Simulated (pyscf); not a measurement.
HBe–CH₂–CH₃, singlet

Gas-phase minimum from PySCF at ωB97X-D3(BJ)/def2-SVP, one conformer. HBe–CH₂–CH₃ lies 18.0 kcal/mol over its isomer H₃C–Be–CH₃ (electronic energy, ωB97M-D3(BJ)). 

```
C
H 1 1.1089
H 1 1.1089 2 104.20
C 1 1.5423 2 109.28 3 116.70
H 4 1.1031 1 111.79 2 63.43
H 4 1.1031 5 106.83 1 -122.59
H 4 1.1033 5 106.93 6 -114.20
Be 1 1.6924 2 108.50 3 -115.45
H 8 1.3388 3 152.70 1 179.76
```

Properties at ωB97X-D3(BJ)/def2-SVP:

```yaml
harmonic_wavenumbers_unscaled: 204, 213, 450, 615, 696, 804, 933, 963, 1044, 1250, 1256, 1408, 1430, 1485, 1497, 2166, 3027, 3050, 3071, 3132, 3137 cm⁻¹
zero_point_energy: 45.5 kcal/mol
rotational_symmetry_number: 1
Entropy of this conformer at 298 K and 1 atm, rigid rotor and harmonic oscillator, modes under 100 cm⁻¹ raised to 100: 274.6 J/(mol K)
dipole_moment: 0.55 D
```

Single-point totals, which compare only within one level (frozen core for MP2 and CC):

```
level                   total energy (hartree)
----------------------  ----------------------
ωB97X-D3(BJ)/def2-TZVP               -94.64607
PBE/def2-TZVP                        -94.41721
r²SCAN/def2-TZVP                     -94.50663
B3LYP-D3(BJ)/def2-TZVP               -94.60089
PBE0-D3(BJ)/def2-TZVP                -94.44654
M06-2X/def2-TZVP                     -94.52554
ωB97M-D3(BJ)/def2-TZVP               -94.60433
HF/def2-TZVPP                        -93.87748
MP2/def2-TZVPP                       -94.31153
CCSD/def2-TZVPP                      -94.35140
CCSD(T)/def2-TZVPP                   -94.36691
```

The CCSD(T) − MP2 part came from Ansatz, without density fitting, on the same reference.
